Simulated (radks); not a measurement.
Values are calculated unless marked as measured or tabulated.
The terbium anion Tb- inside a hard spherical wall (all orbitals vanish at R), configuration held at [Xe] 4f10 6s2 and not refilled when levels cross. Code: a radial shooting solver on a logarithmic mesh with Libxc functionals. Model: scalar-relativistic Kohn-Sham, LDA (Slater exchange, Perdew-Wang correlation), spin-unpolarised, spherical densities, finite nucleus; Fermi nuclear charge, rms radius 5.06 fm. Eigenvalues in eV, with the zero of energy where the potential of the charges vanishes at infinity; a dash marks a level that is unbound or too diffuse for the functional's potential to be trusted. A positive occupied level is held by the wall or, in an anion where self-interaction has pushed it up, behind a barrier. The pressure on the wall is -dE/dV.

[
 {"R (bohr)": "15", "E (hartree)": "-11700.2527", "kinetic (hartree)": "12587.777", "e(5s)": "-41.357", "e(5p)": "-19.000", "e(6s)": "0.137", "e(6p, empty)": "-", "e(7s, empty)": "-", "e(4f)": "3.568", "pressure (GPa)": "0.0428"},
 {"R (bohr)": "12", "E (hartree)": "-11700.2375", "kinetic (hartree)": "12587.768", "e(5s)": "-40.231", "e(5p)": "-17.930", "e(6s)": "0.711", "e(6p, empty)": "-", "e(7s, empty)": "-", "e(4f)": "4.767", "pressure (GPa)": "0.111"},
 {"R (bohr)": "10", "E (hartree)": "-11700.2178", "kinetic (hartree)": "12587.803", "e(5s)": "-39.110", "e(5p)": "-16.857", "e(6s)": "1.353", "e(6p, empty)": "-", "e(7s, empty)": "-", "e(4f)": "5.932", "pressure (GPa)": "0.337"},
 {"R (bohr)": "8", "E (hartree)": "-11700.1675", "kinetic (hartree)": "12587.939", "e(5s)": "-37.326", "e(5p)": "-15.146", "e(6s)": "2.648", "e(6p, empty)": "5.328", "e(7s, empty)": "11.383", "e(4f)": "7.767", "pressure (GPa)": "1.54"},
 {"R (bohr)": "7", "E (hartree)": "-11700.1088", "kinetic (hartree)": "12588.106", "e(5s)": "-35.978", "e(5p)": "-13.863", "e(6s)": "3.899", "e(6p, empty)": "7.173", "e(7s, empty)": "16.100", "e(4f)": "9.163", "pressure (GPa)": "3.84"},
 {"R (bohr)": "5", "E (hartree)": "-11699.7199", "kinetic (hartree)": "12589.261", "e(5s)": "-31.314", "e(5p)": "-9.513", "e(6s)": "10.488", "e(6p, empty)": "16.690", "e(7s, empty)": "39.428", "e(4f)": "14.173", "pressure (GPa)": "39.1"},
 {"R (bohr)": "1.5", "E (hartree)": "-11623.1005", "kinetic (hartree)": "12818.609", "e(5s)": "143.57", "e(5p)": "189.57", "e(6s)": "523.55", "e(6p, empty)": "576.23", "e(7s, empty)": "1070.1", "e(4f)": "168.55", "pressure (GPa)": "210000"}
]
